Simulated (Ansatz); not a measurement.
Molecule: CH3OS, charge 0, multiplicity 2. 
Coordinates optimised at B3LYP-D3(BJ)/def2-TZVP (Ansatz, a quantum-chemistry and plane-wave program):
```xyz
6

C     -1.3941     0.3113     0.0856
S      0.2181    -0.4773    -0.1605
O      1.2502     0.5488     0.2074
H     -1.4940     0.6074     1.1297
H     -2.1650    -0.4153    -0.1755
H     -1.4683     1.1870    -0.5589
```
Charge 0, spin multiplicity 2.

PBE beside other levels, property by property. Cores are frozen in the correlated levels unless marked. UHF or UKS for open shells. Spin-orbit coupling is left out. No relativistic terms. CBS marks a two-point X^-3 extrapolation of the correlation energy; Hartree-Fock from the larger set. [CCSD(T)-MP2]/basis is that difference in the basis named. Atomisation energies are electronic, to ground-state atoms; the column to compare with has the core term from cc-pwCVTZ added, other frozen-core levels have none. Vertical energies are electronic, to the SCF solution reached for that spin. Anions need diffuse functions, of which def2-TZVPD holds fewer than the aug- sets. The coupled-cluster column (Ansatz) is a level with limits of its own: (a) RI-MP2/CBS(aug-cc-pV(T+d)Z,aug-cc-pV(Q+d)Z)+[CCSD(T)-MP2]/aug-cc-pV(D+d)Z; (b) RI-MP2/CBS(cc-pV(T+d)Z,cc-pV(Q+d)Z)+[CCSD(T)-MP2]/cc-pV(T+d)Z.

```
property                                        PBE/def2-TZVPD (Ansatz)  r2SCAN-D4/def2-TZVPD (Ansatz + dftd4)  RI-MP2/CBS(aug-cc-pV(T+d)Z,aug-cc-pV(Q+d)Z) (Ansatz)  CCSD(T)/aug-cc-pV(D+d)Z (Ansatz)  coupled cluster
----------------------------------------------  -----------------------  -------------------------------------  ----------------------------------------------------  --------------------------------  ---------------
vertical electron affinity to the singlet (eV)                     0.75                                   0.69                                                  1.18                              0.70         0.98 (a)
atomisation energy (kcal/mol)                                     508.5                                  496.5                                                 497.5                             447.8        490.9 (b)
```

As the rows show:
- vertical electron affinity to the singlet: PBE lies 0.23 eV below coupled cluster.
- atomisation energy: PBE lies 17.6 kcal/mol above coupled cluster.
